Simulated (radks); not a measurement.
Mo VI, configuration [Kr] 4d1.

Method: scalar-relativistic Kohn-Sham, LDA (Slater exchange, Perdew-Wang correlation), spin-unpolarised, spherical densities, point nucleus; computed with a radial shooting solver on a logarithmic mesh with Libxc functionals.

Energy parts (eV):
part                       energy
total                 -109911.063
kinetic                113304.126
electron-nucleus      -262556.131
Hartree                 42528.331
exchange-correlation    -3187.390

Orbitals (lengths in bohr, moments of r in powers of bohr; r(90%) holds 90 % of the orbital's charge):
orbital,occ.,eigenvalue (eV),<r>,r(90%)
1s,2,-19861.87,0.03520,0.0631
2s,2,-2863.871,0.1539,0.238
2p,6,-2569.240,0.1340,0.218
3s,2,-541.9109,0.4295,0.635
3p,6,-445.3748,0.4308,0.651
3d,10,-287.9035,0.4148,0.663
4s,2,-127.5328,1.076,1.56
4p,6,-100.5417,1.173,1.72
4d,1,-60.9920,1.443,2.17

The highest occupied level is 4d at -60.992 eV. The density falls to 0.001 e/bohr^3 at r = 2.80 bohr.
